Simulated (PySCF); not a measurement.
F2H4MoO4, SMILES [F][Mo]([OH])([OH])([OH])([F])[OH], multiplicity 1.

Geometry: r2SCAN-D4/def2-SVP. The spin state was assumed, not searched. The def2 effective core potentials stand for the cores of Mo; spin–orbit coupling is left out. Other conformers were not sampled.

Level of theory: r2SCAN-D4/def2-SVP in PySCF.

Frequencies are harmonic and unscaled.

Computed harmonic wavenumbers and intensities:
```json
[
 {"mode": "1", "ν (cm⁻¹)": "51", "IR (km/mol)": "8.7", "moving atoms (share of kinetic energy)": "O 47 %, H 27 %, F 25 %"},
 {"mode": "2", "ν (cm⁻¹)": "109", "IR (km/mol)": "1.1", "moving atoms (share of kinetic energy)": "O 51 %, F 26 %, H 19 %"},
 {"mode": "3", "ν (cm⁻¹)": "153", "IR (km/mol)": "0.5", "moving atoms (share of kinetic energy)": "O 59 %, F 25 %, H 15 %"},
 {"mode": "4", "ν (cm⁻¹)": "173", "IR (km/mol)": "11.0", "moving atoms (share of kinetic energy)": "H 39 %, O 38 %, Mo 17 %"},
 {"mode": "5", "ν (cm⁻¹)": "247", "IR (km/mol)": "1.4", "moving atoms (share of kinetic energy)": "O 49 %, H 21 %, Mo 17 %, F 13 %"},
 {"mode": "6", "ν (cm⁻¹)": "247", "IR (km/mol)": "44.6", "moving atoms (share of kinetic energy)": "O 40 %, Mo 21 %, H 21 %, F 17 %"},
 {"mode": "7", "ν (cm⁻¹)": "285", "IR (km/mol)": "0.8", "moving atoms (share of kinetic energy)": "F 66 %, O 22 %, H 11 %"},
 {"mode": "8", "ν (cm⁻¹)": "349", "IR (km/mol)": "13.4", "moving atoms (share of kinetic energy)": "O 50 %, F 35 %, H 14 %"},
 {"mode": "9", "ν (cm⁻¹)": "351", "IR (km/mol)": "60.2", "moving atoms (share of kinetic energy)": "O 37 %, F 37 %, H 18 %"},
 {"mode": "10", "ν (cm⁻¹)": "390", "IR (km/mol)": "74.5", "moving atoms (share of kinetic energy)": "H 63 %, O 33 %"},
 {"mode": "11", "ν (cm⁻¹)": "401", "IR (km/mol)": "40.9", "moving atoms (share of kinetic energy)": "O 47 %, H 41 %, F 11 %"},
 {"mode": "12", "ν (cm⁻¹)": "528", "IR (km/mol)": "137.7", "moving atoms (share of kinetic energy)": "H 69 %, O 22 %, F 9 %"},
 {"mode": "13", "ν (cm⁻¹)": "531", "IR (km/mol)": "17.0", "moving atoms (share of kinetic energy)": "H 73 %, O 26 %"},
 {"mode": "14", "ν (cm⁻¹)": "563", "IR (km/mol)": "76.4", "moving atoms (share of kinetic energy)": "F 39 %, H 35 %, O 24 %"},
 {"mode": "15", "ν (cm⁻¹)": "584", "IR (km/mol)": "0.1", "moving atoms (share of kinetic energy)": "H 43 %, O 35 %, F 21 %"},
 {"mode": "16", "ν (cm⁻¹)": "610", "IR (km/mol)": "211.6", "moving atoms (share of kinetic energy)": "F 35 %, H 33 %, O 30 %"},
 {"mode": "17", "ν (cm⁻¹)": "647", "IR (km/mol)": "276.5", "moving atoms (share of kinetic energy)": "H 41 %, F 31 %, O 24 %"},
 {"mode": "18", "ν (cm⁻¹)": "686", "IR (km/mol)": "35.8", "moving atoms (share of kinetic energy)": "O 56 %, F 21 %, H 14 %, Mo 9 %"},
 {"mode": "19", "ν (cm⁻¹)": "690", "IR (km/mol)": "469.1", "moving atoms (share of kinetic energy)": "O 59 %, Mo 20 %, F 12 %, H 9 %"},
 {"mode": "20", "ν (cm⁻¹)": "741", "IR (km/mol)": "20.4", "moving atoms (share of kinetic energy)": "O 73 %, H 19 %"},
 {"mode": "21", "ν (cm⁻¹)": "764", "IR (km/mol)": "67.9", "moving atoms (share of kinetic energy)": "H 77 %, Mo 10 %, O 10 %"},
 {"mode": "22", "ν (cm⁻¹)": "783", "IR (km/mol)": "313.4", "moving atoms (share of kinetic energy)": "O 55 %, H 23 %, Mo 21 %"},
 {"mode": "23", "ν (cm⁻¹)": "822", "IR (km/mol)": "88.7", "moving atoms (share of kinetic energy)": "H 72 %, O 16 %, Mo 9 %"},
 {"mode": "24", "ν (cm⁻¹)": "3795", "IR (km/mol)": "223.3", "moving atoms (share of kinetic energy)": "H 94 %"},
 {"mode": "25", "ν (cm⁻¹)": "3796", "IR (km/mol)": "123.6", "moving atoms (share of kinetic energy)": "H 94 %"},
 {"mode": "26", "ν (cm⁻¹)": "3824", "IR (km/mol)": "502.4", "moving atoms (share of kinetic energy)": "H 94 %"},
 {"mode": "27", "ν (cm⁻¹)": "3830", "IR (km/mol)": "51.6", "moving atoms (share of kinetic energy)": "H 94 %"}
]
```
